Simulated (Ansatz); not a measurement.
BrCdH₃Si, SMILES [Br][Cd][SiH3].

Geometry optimised at PBE0-D3(BJ)/def2-SVP. The structure was generated by enumeration; whether it is a known compound was not checked. The def2 effective core potentials stand for the cores of Cd; spin–orbit coupling is left out.

Two levels are set side by side: PBE/def2-SVPD (Ansatz, a program for electronic structure) and CAM-B3LYP/def2-SVPD (Ansatz). Energy differences of separate SCF runs at the same geometry; the states with an electron removed or added have multiplicity 2 and 2. Differences are taken from unrounded values.

| quantity | CAM-B3LYP |
|---|---|
| vertical ionisation energy (eV) | 10.06 |
| vertical singlet–triplet gap (eV) | 5.10 |

### Question
What does PBE give, and how far is it from CAM-B3LYP? (The exact figures need the calculation; the answer reports its results.)

### Answer

| quantity | PBE | PBE minus CAM-B3LYP |
|---|---|---|
| vertical ionisation energy (eV) | 9.66 | -0.40 |
| vertical singlet–triplet gap (eV) | 4.70 | -0.40 |
